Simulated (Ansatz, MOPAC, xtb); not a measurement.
Dimer: N-methylmethanimine (SMILES C=NC) (first 8 atoms) with HF (SMILES F); geometry from B3LYP-D3(BJ)/def2-TZVP, rigid monomers moved along the line of their centres of mass till N2···H10 is 2.96 Å.
(charge 0, multiplicity 1):
```xyz
10

C     -0.87117     0.98217     0.08531
N     -0.11876     0.13959     0.64317
C      0.56417    -0.86247    -0.15017
H     -1.37651     1.72741     0.69348
H     -1.04150     0.99873    -0.99527
H      0.34361    -0.78096    -1.21971
H      1.63899    -0.76360     0.00987
H      0.27398    -1.85130     0.20847
F      0.37244     0.23204     4.53217
H      0.25148     0.20947     3.57516
```

Interaction energies are E(AB) − E(A) − E(B) at the monomers' geometry in the complex; basis-set methods are counterpoise corrected.

The state that AM1, PM3 reach isn't checked.

The values were computed with Ansatz (a quantum-chemistry and plane-wave program); MOPAC for AM1, PM3 (differences of heats of formation); xtb for the GFN methods. Each number belongs to the level named beside it.

Q: One of these levels gives -4.17 kcal/mol for the interaction energy. Name it.
(A) PM3
(B) r2SCAN/def2-TZVPPD
(C) GFN2-xTB
(D) AM1

A: B, r2SCAN/def2-TZVPPD. The others give -2.08 (AM1), -1.56 (PM3), -3.47 (GFN2-xTB)
